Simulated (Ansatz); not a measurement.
`CCB(C)F`, charge 0, multiplicity 1.

(1) Give a relaxed structure at PBE0-D4/def2-TZVP (Ansatz). (Best estimate.)

Answers

(1) Computed: 
Z-matrix (Å, degrees):
```
C
C 1 1.522
H 1 1.092 2 111.3
H 1 1.092 2 111.8 3 120.5
H 1 1.092 2 111.3 3 -119.1
B 2 1.565 1 116.9 3 59.6
H 2 1.100 1 110.9 3 -63.4
H 2 1.100 1 110.9 3 -177.5
F 6 1.338 2 118.3 1 0.5
C 6 1.564 2 124.9 1 -179.4
H 10 1.096 6 109.9 2 120.7
H 10 1.091 6 113.9 2 -1.1
H 10 1.095 6 110.1 2 -123.3
```
Point group Cs.
This is one stationary point; other conformers may exist.
